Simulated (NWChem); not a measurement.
CH₄F₂OSi; SMILES O[SiH2]C(F)F

```xyz
9

O      0.5506     2.0607     0.2754
Si    -0.5643     0.8680    -0.1166
C      0.0861    -0.8706     0.4082
F     -0.8386    -1.8220     0.0397
F      1.2621    -1.1167    -0.2782
H      1.3974     2.0066    -0.2014
H     -0.8327     0.7655    -1.5931
H     -1.8061     1.1868     0.6536
H      0.3011    -1.0047     1.4958
```
Atoms are numbered in this order, from 1.

Results from NWChem. Pople sets run with spherical d functions. Geometry: optimised at PBE-D3(BJ)/def2-SVP. Atomic charges in e: unrestrained fits to the electrostatic potential beside Mulliken populations; buried atoms are poorly determined by the fit.

**Question.** Predict the results for Hartree-Fock/6-31G*. Quantities: ESP O1; Mulliken O1; ESP Si2; Mulliken Si2; ESP C3; Mulliken C3; ESP F4; Mulliken F4; ESP F5; Mulliken F5; relative RMS misfit of the potential (%).

**Answer.** 
```json
{
  "ESP O1": "-0.71",
  "Mulliken O1": "-0.90",
  "ESP Si2": "0.69",
  "Mulliken Si2": "1.00",
  "ESP C3": "0.37",
  "Mulliken C3": "0.44",
  "ESP F4": "-0.29",
  "Mulliken F4": "-0.44",
  "ESP F5": "-0.28",
  "Mulliken F5": "-0.45",
  "relative RMS misfit of the potential (%)": "23"
}
```
